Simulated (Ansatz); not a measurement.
PBE exchange is replaced step by step with exact exchange (0 % is PBE, 25 % PBE0; no dispersion term), basis def2-TZVP, Ansatz. System: Zr4⁺. Total charge 1; doublet. Geometry: r2SCAN-D4/def2-SVP.

Geometry of the doublet:

Cartesian coordinates in Å:
```
Zr -0.389 -0.660 -1.520
Zr -1.260 -0.364 1.073
Zr 0.196 1.674 -0.120
Zr 1.453 -0.651 0.567
```

In the def2 sets Zr takes a core potential; there is no spin–orbit coupling. At PBE-D4/def2-TZVP, PBE with 5 % exact exchange/def2-TZVP, PBE with 10 % exact exchange/def2-TZVP, PBE with 15 % exact exchange/def2-TZVP and others the charge 1 doublet is spin-contaminated (final ⟨S²⟩ up to 2.88, 0.75 for a pure state). The geometry of the doublet was relaxed on an unsound state (⟨S²⟩ 2.79, where a pure state has 0.75). At PBE0-D4/def2-TZVP a quartet of charge 1 lies 0.16 eV below the doublet, each at its own geometry. That quartet is doubtful there (⟨S²⟩ 4.79, where a pure state has 3.75). The structure comes from a short search, and lower isomers may exist.

HOMO and LUMO are taken over both spins.

| exact exchange (%) | HOMO (eV) | LUMO (eV) | gap (eV) | ⟨S²⟩ |
| --- | --- | --- | --- | --- |
| 0 | -7.33 | -6.86 | 0.47 | 2.733 |
| 5 | -7.43 | -6.65 | 0.78 | 2.745 |
| 10 | -7.53 | -6.45 | 1.08 | 2.755 |
| 15 | -7.64 | -6.25 | 1.40 | 2.763 |
| 25 | -7.86 | -5.85 | 2.01 | 2.782 |
| 35 | -8.09 | -5.48 | 2.61 | 2.805 |
| 50 | -8.44 | -4.94 | 3.50 | 2.877 |
